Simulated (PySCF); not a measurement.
Cd(Me)2 cation (C2H6Cd), SMILES [CH3][Cd][CH3] (connectivity only; charge and spin as stated), charge +1, multiplicity 2.

The structure is a stationary point at r2SCAN-D4/def2-SVP. The multiplicity is an assumed one; other spin states were not compared. The isomer is the one that the SMILES or the coordinates give; other isomers of the formula were not compared. The def2 effective core potentials stand for the cores of Cd; spin–orbit coupling is left out.

All values below come from PBE/def2-TZVPD run with PySCF.

The molecule is in vacuum.

Computed frontier levels, dipole moment and polarisability:
α spin, highest occupied and lowest empty level: -12.17 and -6.76 eV
β spin, highest occupied and lowest empty level: -12.71 and -10.92 eV
dipole moment about the centre of nuclear charge: 0.00 D
mean static polarisability: 68.5 bohr³ (10.14 Å³)
polarisability, principal values: 41.5, 41.5, 122.4 bohr³
⟨S²⟩: 0.761 (pure state 0.75)
